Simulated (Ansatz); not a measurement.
Species: Si2H2, charge 0, multiplicity 1. 
Structure (B3LYP-D3(BJ)/def2-TZVP (Ansatz, a first-principles code) minimum search):
```
Si
H 1 1.4834
H 1 1.4834 2 112.18
Si 1 2.1998 2 123.91 3 180.00
```
Charge 0, spin multiplicity 1.

Basis-set convergence of Hartree-Fock and CCSD(T) correlation energies (hartree) with Ansatz. Valence correlation only, unless marked. No spin-orbit coupling. Non-relativistic.

The Hartree-Fock reference is unstable (checked in the largest basis), which strains HF and MP2. 

```tsv
basis	functions	E(HF)	E(corr, CCSD(T))
aug-cc-pV(D+d)Z	82	-578.92812	-0.23002
aug-cc-pV(T+d)Z	156	-578.94506	-0.26443
aug-cc-pV(Q+d)Z	270	-578.94972	-0.27452
```

Extrapolating the two largest sets (X = 3 and 4) as X^-3: E(corr) = (64·(-0.27452) - 27·(-0.26443))/37 = -0.2819 Eh, an estimate of the basis-set limit. The largest set recovers 97.4 % of it, the smallest 81.6 %.
